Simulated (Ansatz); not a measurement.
Reaction (atomization): `F[C](F)(F)[GeH3]` → C• + 3 F• + Ge• + 3 H•

Gas-phase electronic energies from Ansatz, PBE0-D4/def2-TZVP geometries. CCSD(T)/CBS adds triple-zeta CCSD(T) − MP2 to the extrapolated MP2 energy (def2 sets, frozen cores). This one scheme is used for every species, atoms too. DFT in def2-TZVPP. Open shells (•) are unrestricted, without spin–orbit coupling. Spin–orbit coupling would lower the free atoms: a little for C, F; clearly for Ge. Bonds to Ge are less sure, by a few kJ/mol each and by 10 to 20 or more in all where they break to atoms, as the def2 sets lack core-valence functions. Scalar relativity is left out up to krypton.

`F[C](F)(F)[GeH3]`:

Z-matrix (Å, degrees):
```
C
F 1 1.343
F 1 1.343 2 107.0
F 1 1.343 2 106.9 3 -114.3
Ge 1 2.008 2 111.9 3 122.8
H 5 1.530 1 107.2 2 59.8
H 5 1.530 1 107.2 2 179.9
H 5 1.530 1 107.2 2 -60.2
```

| level | ΔE (kJ/mol) |
| --- | --- |
| r2SCAN0-D4 | 2583.9 |
| MP2/CBS(def2) | 2722.6 |

(1) What does CCSD(T)/CBS give? (Estimate.)

Largest T1 diagnostic among the species: 0.012.

Results:

(1) The calculation gave: +2649.9 kJ/mol. The listed levels differ from it by -66.0, 72.7 kJ/mol.

In def2-TZVPP, CCSD(T) changes the Hartree–Fock value by +778.1 kJ/mol (the triples alone add +51.4 kJ/mol) and MP2 by +850.7 kJ/mol; breaking electron pairs costs correlation energy, which Hartree–Fock lacks. The D4 term adds +21.5 kJ/mol with B3LYP and +11.1 kJ/mol with PBE0; it sums over pairs of atoms, weighted by their polarisabilities, and B3LYP, whose exchange is more repulsive, gets the larger term. From BLYP to BHLYP (50 % exact exchange), in def2-TZVPP and without D4, ΔE moves by −125.9 kJ/mol: exact exchange takes away binding that semilocal exchange gives to molecules.

B3LYP here is the variant with VWN-RPA as its local correlation; programs differ in this.

For atomizations the MP2-based limit and the directly extrapolated one differ by several kJ/mol either way, and by 10 to 25 for some Ge, Se and Sn compounds, so smaller differences from it don't rank the levels.
